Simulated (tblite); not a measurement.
C6H10O2 (charge +1 and doublet state).
Numbering: `[CH3:1][O:2][C:3](=[O:4])[CH+:5][C:6]([CH3:7])[CH3:8]` (hydrogens: H9, H10, H11 on C1; H12 on C5; H13, H14, H15 on C7; H16, H17, H18 on C8)

Cartesian coordinates in Å at the GFN2-xTB level; atoms count from 1:
```
atom  x, y, z in Å
C1     3.3722   -0.5230    0.2342
O2     2.0289   -0.9597    0.0808
C3     1.0891   -0.0580   -0.0451
O4     1.2633    1.1450   -0.0965
C5    -0.2504   -0.6865   -0.0950
C6    -1.3881    0.0394   -0.2905
C7    -2.6198   -0.6444   -0.7536
C8    -1.4174    1.4932   -0.1375
H9     3.5765   -0.2927    1.2839
H10    3.5592    0.3698   -0.3676
H11    3.9969   -1.3608   -0.0738
H12   -0.2430   -1.7631   -0.0056
H13   -3.4024   -0.4866   -0.0069
H14   -2.4774   -1.7095   -0.9067
H15   -2.9834   -0.1917   -1.6766
H16   -1.4854    1.7868    0.9141
H17   -0.4135    1.8754   -0.4289
H18   -2.2141    1.9729   -0.6995
```

The geometry is computed with GFN2-xTB (gas phase). This method treats the open shell by occupation alone, without spin polarisation.

Take the most abundant isotopes and a rigid rotor. The values belong to one conformer with, in the numbering `[CH3:1][O:2][C:3](=[O:4])[CH+:5][C:6]([CH3:7])[CH3:8]`, C1–O2–C3–O4 3°, O2–C3–C5–C6 -177°, C3–C5–C6–C7 161°.

Problem. Give the principal moments of inertia and the rotational constants in MHz.

Solution. Ia = 97.93, Ib = 455.03, Ic = 540.27 u·Å²; 505379 MHz·u·Å²/I gives A = 5161, B = 1111, C = 935.4 MHz.

Problem. What kind of rotor is it?

Solution. A near-prolate asymmetric top; Ray's κ = -0.917.

Problem. Is it planar, by Δ = Ic − Ia − Ib?

Solution. Not planar: Δ = Ic − Ia − Ib = -12.69 u·Å². For a rigid frame Δ = −2 Σ m c², so Σ m c² = 6.34 u·Å² lies off the ab plane: 4.93 from hydrogen and 1.42 from heavier atoms. The atom farthest from that plane is 1.17 Å away.

Problem. Where do the levels up to J = 2 lie, in K?

Solution. Above 0(0,0), as E/k:
J = 1: 1(0,1) 0.098, 1(1,1) 0.293, 1(1,0) 0.301
J = 2: 2(0,2) 0.294, 2(1,2) 0.481, 2(1,1) 0.506, 2(2,1) 1.089, 2(2,0) 1.089
The levels of one J sum to (2J + 1)J(J + 1)(A + B + C)/3.

Problem. Estimate the classical rotational partition function at 10 K, 25 K and 50 K.

Solution. Point group C1, symmetry number σ = 1; q = (√π/σ)·√((kT/h)³/(ABC)), k/h = 20836.6 MHz/K: 2300 at 10 K, 9100 at 25 K, 25700 at 50 K.

For this open shell read J as N, the rotation without spin; fine and hyperfine splittings come on top. Its GFN2-xTB frequencies are all real (lowest 77 cm⁻¹). No vibrational averaging or centrifugal distortion is included, and the geometry carries the error of its method.
